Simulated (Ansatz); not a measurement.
`OB(F)[SiH2]Br` → B• + Br• + F• + 3 H• + O• + Si•  (atomization)

Program: Ansatz. Geometries: PBE0-D4/def2-TZVP. ΔE: electronic, gas phase. CCSD(T)/CBS is the MP2 limit (def2-TZVPP, def2-QZVPP) plus CCSD(T) − MP2 in def2-TZVPP, frozen cores. This one scheme is used for every species, atoms too. Functionals use def2-TZVPP. HSE06 is defined as in plane-wave codes. No spin–orbit coupling; open shells (•) take unrestricted orbitals. Spin–orbit coupling would lower the free atoms: a little for B, F, O, Si; clearly for Br. Bonds to Br are less sure, by a few kJ/mol each and by 10 to 20 or more in all where they break to atoms, as the def2 sets lack core-valence functions. Scalar relativity is left out up to krypton. Each species was taken in one conformer, which may not be the lowest.

`OB(F)[SiH2]Br`:

Cartesian coordinates in Å:
```
O -1.190 1.461 0.407
B -1.028 0.129 0.383
F -2.047 -0.619 0.786
Si 0.701 -0.746 -0.243
Br 2.050 0.961 -0.796
H -0.411 1.939 0.101
H 1.387 -1.531 0.812
H 0.538 -1.593 -1.450
```

(1) What is ΔE at CCSD(T)/CBS? (Estimate.)

(2) What do these levels give: r2SCAN0-D4, HSE06-D4, BHLYP-D4, CAM-B3LYP-D4, HSE06, MP2/CBS(def2)? (An estimate is asked.)

Largest T1 diagnostic among the species: 0.014.

## Answers

(1) The calculation gave: +708.1 kcal/mol.

(2) The calculation gave: r2SCAN0-D4 697.8, HSE06-D4 704.9, BHLYP-D4 682.3, CAM-B3LYP-D4 708.1, HSE06 701.4, MP2/CBS(def2) 729.3 kcal/mol.

The D4 term adds +7.2 kcal/mol with B3LYP and +3.7 kcal/mol with PBE0; it sums over pairs of atoms, weighted by their polarisabilities, and B3LYP, whose exchange is more repulsive, gets the larger term. From BLYP to BHLYP (50 % exact exchange), in def2-TZVPP and without D4, ΔE moves by −17.1 kcal/mol: exact exchange takes away binding that semilocal exchange gives to molecules. At CCSD(T), def2-SVP lies −44.1 kcal/mol from the extrapolated value and def2-TZVPP −21.0 kcal/mol: correlation converges slowly with the basis, and small sets miss more of it in the bonded molecule than in its fragments.

B3LYP here is the variant with VWN-RPA as its local correlation; programs differ in this.

For atomizations the MP2-based limit and the directly extrapolated one differ by several kJ/mol either way, and by 10 to 25 for some Ge, Se and Sn compounds, so smaller differences from it don't rank the levels.
